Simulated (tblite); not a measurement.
Species: C₂H₇NSi₂.
SMILES with atom numbers: `[CH3:1][Si@H:2]([SiH3:3])[C:4]#[N:5]` (hydrogens: H6, H7, H8 on C1; H9 on Si2; H10, H11, H12 on Si3)

Computed with GFN2-xTB (tblite), gas phase: L-BFGS steps from a force-field or distance-geometry start until the largest atomic force falls under 0.01 eV/Å.

The end geometry, which sets the zero of energy:
```
atom  x, y, z in Å
C1     -1.2445   -0.9959    0.8032
Si2    -0.4010    0.0757   -0.5245
Si3     1.9152    0.0431   -0.4059
C4     -1.0132    1.8130   -0.1867
N5     -1.3512    2.8872    0.0283
H6     -0.9372   -0.6980    1.8025
H7     -0.9819   -2.0429    0.6773
H8     -2.3277   -0.9200    0.7586
H9     -1.0004   -0.2298   -1.8359
H10     2.4041    0.4748    0.9058
H11     2.5212    0.9085   -1.4183
H12     2.4179   -1.3164   -0.6304
```

Question: These geometries come from the run, each turned onto the end geometry. Order them by energy, lowest first.
A.
```
atom  x, y, z in Å
C1     -1.2012   -1.0227    0.8051
Si2    -0.4576    0.1343   -0.5275
Si3     1.8360    0.0458   -0.3814
C4     -0.9742    1.9091   -0.2076
N5     -1.2594    3.0041    0.0010
H6     -0.8704   -0.7323    1.7923
H7     -0.8677   -2.0431    0.6152
H8     -2.2686   -0.9963    0.7759
H9     -0.9351   -0.3292   -1.8350
H10     2.2878    0.4639    0.9531
H11     2.4308    0.9067   -1.4085
H12     2.2808   -1.3411   -0.6087
```
B.
```
atom  x, y, z in Å
C1     -1.2110   -1.0000    0.7959
Si2    -0.4298    0.1121   -0.5273
Si3     1.8656    0.0518   -0.3815
C4     -1.0204    1.8613   -0.2248
N5     -1.2432    2.9647   -0.0085
H6     -0.8794   -0.7368    1.7965
H7     -0.8830   -2.0212    0.6261
H8     -2.2979   -1.0100    0.7944
H9     -0.9916   -0.2648   -1.8355
H10     2.3208    0.4613    0.9395
H11     2.4682    0.9014   -1.3971
H12     2.3029   -1.3204   -0.6037
```
C.
```
atom  x, y, z in Å
C1     -1.2177   -1.0122    0.8052
Si2    -0.4448    0.0970   -0.5321
Si3     1.8715    0.0560   -0.3845
C4     -1.0223    1.8464   -0.2248
N5     -1.2539    2.9499   -0.0158
H6     -0.8896   -0.7225    1.8012
H7     -0.8923   -2.0345    0.6293
H8     -2.3043   -0.9987    0.7960
H9     -1.0253   -0.2305   -1.8414
H10     2.3489    0.4668    0.9439
H11     2.5013    0.9079   -1.3988
H12     2.3298   -1.3263   -0.6042
```
D.
```
atom  x, y, z in Å
C1     -1.2251   -1.0093    0.8012
Si2    -0.4141    0.0849   -0.5263
Si3     1.9003    0.0411   -0.4021
C4     -1.0040    1.8311   -0.1967
N5     -1.3171    2.9183   -0.0111
H6     -0.9159   -0.7098    1.7987
H7     -0.9409   -2.0493    0.6634
H8     -2.3088   -0.9572    0.7693
H9     -1.0472   -0.2066   -1.8243
H10     2.3578    0.4730    0.9206
H11     2.5239    0.9069   -1.4024
H12     2.3922   -1.3236   -0.6163
```
E.
```
atom  x, y, z in Å
C1     -1.2192   -1.0167    0.8004
Si2    -0.4365    0.0900   -0.5361
Si3     1.8774    0.0516   -0.3898
C4     -1.0060    1.8442   -0.2114
N5     -1.2818    2.9411   -0.0230
H6     -0.8991   -0.7192    1.7955
H7     -0.9156   -2.0508    0.6554
H8     -2.3042   -0.9888    0.7906
H9     -1.0540   -0.2094   -1.8433
H10     2.3637    0.4689    0.9260
H11     2.5214    0.9039   -1.3863
H12     2.3552   -1.3155   -0.6040
```

Answer: D (0.003 eV), E (0.006 eV), C (0.014 eV), B (0.028 eV), A (0.082 eV).

In the order of the answer:

```tsv
step	E above end (eV)	largest force (eV/Å)	rms force component (eV/Å)	rms distance from end (Å)	rms bond change (Å)	bond most changed (Å)
26	0.003	0.05	0.016	0.037	0.001	C1–Si2 -0.001
16	0.006	0.07	0.023	0.058	0.002	Si3–H12 -0.003
11	0.014	0.12	0.049	0.071	0.003	Si3–H12 +0.006
7	0.028	0.22	0.085	0.084	0.008	Si2–Si3 -0.019
2	0.082	0.73	0.222	0.108	0.010	Si2–Si3 -0.020
```

What follows is the cost of the whole relaxation. Time: 0.39 s of wall time. Hardware: an Arm Neoverse N1 with one thread, no GPU, shared host with 64 logical CPUs at a one-minute load of 60.
